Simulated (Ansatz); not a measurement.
`OC[B](Cl)[GeH3]` + HCl → `[Cl][GeH3]` + `OCBCl`  (cleavage of the Ge–B bond)

Isolated molecules relaxed with PBE0-D4/def2-TZVP in Ansatz; ΔE leaves out vibrations. CBS: MP2 limit from def2 TZ/QZ plus the TZ coupled-cluster correction, frozen cores. This one scheme is used for every species. Functionals use def2-TZVPP. B3LYP here is the variant with VWN-RPA as its local correlation; programs differ in this. For Ge outer-core shells are correlated without core-valence functions, which leaves a few kJ/mol of doubt a bond. Scalar relativity is left out up to krypton. Each species was taken in one conformer, which may not be the lowest.

| level | ΔE (kJ/mol) |
| --- | --- |
| PBE-D4 | -75.5 |
| B3LYP-D4 | -85.1 |

(1) What does CCSD(T)/CBS give? (Best estimate.)

Largest T1 diagnostic among the species: 0.012.

Results:

(1) Computed: -78.3 kJ/mol. The listed levels differ from it by 2.8, -6.8 kJ/mol.

The D4 term adds +6.9 kJ/mol with B3LYP and +4.1 kJ/mol with PBE0; it sums over pairs of atoms, weighted by their polarisabilities, and B3LYP, whose exchange is more repulsive, gets the larger term. In def2-TZVPP, CCSD(T) changes the Hartree–Fock value by +33.5 kJ/mol (the triples alone add +3.0 kJ/mol) and MP2 by +28.4 kJ/mol. From PBE to PBE0 (25 % exact exchange), in def2-TZVPP and without D4, ΔE moves by −4.8 kJ/mol.
